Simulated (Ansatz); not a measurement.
Relaxation of C2H4BrFSn (9 atoms, charge 0, multiplicity 1), to a largest force component of 0.015 eV/Å in at most 40 steps.

The calculation used Ansatz 0.2.0, RKS PBE0/def2-SVP.

```xyz
9
Properties=species:S:1:pos:R:3
F 1.194 -1.222 -1.266
C 1.512 -0.259 -0.351
Br 3.341 0.107 -0.100
C 0.672 0.401 0.367
Sn -1.475 0.010 0.088
H 0.901 1.141 1.108
H -2.364 1.008 1.180
H -1.882 0.371 -1.546
H -1.777 -1.735 0.420
```

Problem. Where does it end, and by what steps?

Solution. The forces met the threshold. After 6 steps the energy has fallen by 0.310 eV; Br3 moved furthest, 0.11 Å.

```
step  energy less start (eV)  largest force component (eV/Å)  accepted
   0                  0.0000                           3.724       yes
   1                 -0.1902                           1.507       yes
   2                 -0.2374                           0.922       yes
   3                 -0.3041                           0.337       yes
   4                 -0.3083                           0.177       yes
   5                 -0.3102                           0.041       yes
   6                 -0.3103                           0.003       yes
```

```xyz
9
Properties=species:S:1:pos:R:3
F 1.247 -1.146 -1.233
C 1.527 -0.230 -0.316
Br 3.385 0.030 -0.163
C 0.593 0.401 0.383
Sn -1.486 -0.020 0.079
H 0.918 1.141 1.117
H -2.360 0.979 1.159
H -1.910 0.336 -1.539
H -1.790 -1.669 0.414
```

Time of the run: 26 s on 2 threads of Intel(R) Xeon(R) Platinum 8488C (Sapphire Rapids), with other jobs on the host, peak memory 0.36 GiB.
